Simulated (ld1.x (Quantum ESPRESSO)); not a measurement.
# Transferability test, PAW potential for fluorine

ld1.x (Quantum ESPRESSO) 7.5 input, shortened:

```
&input
   title='F', zed=9., rel=1, dft='PBE', iswitch=3,
   config='[He] 2s2 2p5'
 /
 &inputp
   pseudotype=3, lpaw=.true., tm=.true., lloc=-1, rcloc=0.80,
   nlcc=.true., new_core_ps=.true., rcore=0.40,
   which_augfun='PSQ', rmatch_augfun_nc=.true.
 /
4
2S  1  0   2.00   0.00  0.40  0.55  0.0
2S  1  0   0.00   0.60  0.40  0.55  0.0
2P  2  1   5.00   0.00  1.00  1.35  0.0
2P  2  1   0.00   0.70  1.00  1.35  0.0
 &test
   configts(1)='2s2 2p5'
 /
```

Energies are relative to the spin-unpolarised reference configuration 2s2 2p5; without spin polarisation the order of configurations can differ from experiment.

```json
{"valence configuration": "2s2 2p4", "charge": "+1", "ΔE all-electron (eV)": "19.390", "error AE − PS (meV)": "-1.9"}
{"valence configuration": "2s2 2p3", "charge": "+2", "ΔE all-electron (eV)": "57.775", "error AE − PS (meV)": "-9.5"}
{"valence configuration": "2s1 2p5", "charge": "+1", "ΔE all-electron (eV)": "38.493", "error AE − PS (meV)": "-2.9"}
{"valence configuration": "2s2 2p5.3", "charge": "-0.3", "ΔE all-electron (eV)": "-2.670", "error AE − PS (meV)": "+0.3"}
{"valence configuration": "2s2 2p4.5", "charge": "+0.5", "ΔE all-electron (eV)": "7.543", "error AE − PS (meV)": "-0.7"}
{"valence configuration": "2s1 2p6", "charge": "0", "ΔE all-electron (eV)": "18.814", "error AE − PS (meV)": "-1.3"}
```

(1) What are ΔE and the potential's error for 2s2 2p2?

Levels in the configuration 2s1 2p6:

```csv
level,all-electron (eV),pseudo (eV)
2s,-30.379,-30.380
2p,-11.540,-11.540
```

Note: ghost state, extra bound levels that the all-electron valence spectrum of the same l lacks: s at -461.2 eV. A true bound ghost makes a file unfit for plane-wave use.

Results:

(1) ΔE = 118.413 eV all-electron; the error (AE − PS) is -30 meV.
